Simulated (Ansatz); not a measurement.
Geometry optimisation, Ansatz 0.2.0, RKS B3LYP-D4/def2-SVP.

Input file:

```yaml
crystal:
  periodic: [false, false, false]
  atoms:
    - { symbol: O, position_ang: [-2.1323, 1.4374, 1.772] }
    - { symbol: Si, position_ang: [-1.4601, 0.6733, 0.4289] }
    - { symbol: "N", position_ang: [-0.4029, -0.6132, 1.021] }
    - { symbol: Si, position_ang: [0.456, -1.4103, -0.3828] }
    - { symbol: Al, position_ang: [2.0888, -0.081, -1.3358] }
    - { symbol: H, position_ang: [-1.4259, 1.9359, 2.2268] }
    - { symbol: H, position_ang: [-0.6619, 1.6489, -0.362] }
    - { symbol: H, position_ang: [-2.4717, 0.1005, -0.4143] }
    - { symbol: H, position_ang: [0.4016, -0.1304, 1.6088] }
    - { symbol: H, position_ang: [-0.6362, -1.7258, -1.3709] }
    - { symbol: H, position_ang: [0.9848, -2.6818, 0.0835] }
    - { symbol: H, position_ang: [2.0012, 0.4064, -2.8231] }
    - { symbol: H, position_ang: [3.279, 0.4055, -0.4372] }
basis:
  gaussian: { orbitals: def2-SVP }
hamiltonian:
  xc: b3lyp
  dispersion: d4
relax:
  f_tol: 0.015
  max_steps: 40
output:
  orbitals: {}
```

Launched with:

```bash
$ ansatz run input.yaml --threads 2 --pin off --max-ram 3072MiB --backend cpu --events-out ev --progress --plain --runs-dir out
```

Task: Where does it end, and by what steps?

Result: The forces met the threshold. After 35 steps the energy has fallen by 0.730 eV; H12 moved furthest, 2.22 Å.

```tsv
step	energy less start (eV)	largest force component (eV/Å)	accepted
0	0.0000	2.430	yes
2	-0.5135	0.600	yes
4	-0.5702	0.299	yes
6	-0.6131	0.117	yes
8	-0.6211	0.112	yes
10	-0.6380	0.949	yes
12	-0.6764	0.089	yes
14	-0.6170	0.846	no
16	-0.7003	0.174	yes
18	-0.7022	0.433	yes
20	-0.7071	0.366	no
22	-0.7238	0.018	yes
24	-0.7238	0.214	no
26	-0.7268	0.157	no
28	-0.7286	0.057	yes
30	-0.7294	0.040	yes
32	-0.7297	0.040	yes
34	-0.7299	0.020	yes
35	-0.7299	0.007	yes
```

```xyz
13
Properties=species:S:1:pos:R:3
O -2.103 0.432 2.216
Si -1.565 0.975 0.730
N 0.012 0.348 0.399
Si 0.466 -1.087 -0.521
Al 2.622 -0.683 -1.639
H -2.778 0.960 2.659
H -1.526 2.471 0.762
H -2.449 0.506 -0.372
H 0.765 0.765 0.943
H -0.636 -1.327 -1.505
H 0.528 -2.330 0.324
H 3.100 -1.519 -2.906
H 3.585 0.455 -1.076
```

Time of the run: 100 s on 2 threads of Intel(R) Xeon(R) 6975P-C (Granite Rapids) (shared host), peak memory 0.32 GiB.
